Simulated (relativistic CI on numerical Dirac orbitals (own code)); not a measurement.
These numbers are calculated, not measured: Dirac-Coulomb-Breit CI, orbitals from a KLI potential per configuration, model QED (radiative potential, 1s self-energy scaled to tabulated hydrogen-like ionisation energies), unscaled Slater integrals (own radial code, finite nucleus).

Configuration list (outside the closed core [Ar] 3d10): 4s2 4p6 4d9, 4s2 4p5 4d10, 4s2 4p6 4d8 4f, 4s 4p6 4d10, 4s2 4p5 4d9 4f, 4s2 4p6 4d8 5s, 4s 4p6 4d9 4f, 4s2 4p6 4d8 5p, 4s2 4p6 4d7 4f 5s, 4s2 4p6 4d8 5d, 4s2 4p5 4d9 5s, 4s2 4p6 4d7 5s 5p, 4s2 4p6 4d8 5f, 4s2 4p5 4d9 5p, 4s2 4p6 4d8 6s, 4s2 4p6 4d8 5g, 4s2 4p6 4d8 6p, 4s 4p6 4d8 4f 5s, 4s2 4p5 4d9 5d, 4s2 4p6 4d8 6d, 4s 4p6 4d9 5s, 4p6 4d10 4f, 4s2 4p6 4d7 5s2, 4s2 4p6 4d6 4f 5s2, 4s2 4p5 4d7 4f 5s2, 4s 4p6 4d7 4f 5s2, 4p6 4d9 4f2, 4p5 4d10 4f2, 4p6 4d8 4f3, 4p5 4d9 4f3, 4p6 4d8 4f2 5s. Double excitations out of closed p, d and f shells are left out; levels of such configurations are missing from the list, as are those of other unlisted configurations, and high levels can miss mixing partners. These lack a partner that the ground configuration has and come out too high: 4s2 4p6 4d8 5p, 4s2 4p6 4d8 5d, 4s2 4p5 4d9 5s, 4s2 4p6 4d8 5f, 4s2 4p5 4d9 5p.

At this charge energies of transitions that change n are usually good to better than 1 %, and those within a shell (Δn = 0) to a few per cent.

Outline of the computed level scheme of Er XXIV. Lowest level of each configuration: 4s2 4p6 4d9 2D_5/2 at 0.000 eV; 4s2 4p5 4d10 2P°_3/2 at 148.714 eV; 4s2 4p6 4d8 4f 4F°_5/2 at 161.101 eV.

Some strong electric-dipole decays among the lowest 45 levels: 4s2 4p5 4d10 2P°_3/2 → 4s2 4p6 4d9 2D_5/2 (2.6e+10 s⁻¹); 4s2 4p6 4d8 4f 4F°_5/2 → 4s2 4p6 4d9 2D_5/2 (1.8e+10 s⁻¹); 4s2 4p6 4d8 4f 4G°_7/2 → 4s2 4p6 4d9 2D_5/2 (1.3e+10 s⁻¹); 4s2 4p6 4d8 4f 2P°_3/2 → 4s2 4p6 4d9 2D_5/2 (5.7e+09 s⁻¹); 4s2 4p6 4d8 4f 4F°_3/2 → 4s2 4p6 4d9 2D_5/2 (5.7e+09 s⁻¹); 4s2 4p5 4d10 2P°_3/2 → 4s2 4p6 4d9 2D_3/2 (3.3e+09 s⁻¹); 4s2 4p6 4d8 4f 2G°_7/2 → 4s2 4p6 4d9 2D_5/2 (2.3e+09 s⁻¹).

LS names give the leading component of a level, which can be under half, so a name can repeat, a term be missing and a line seem to break the LS rules.
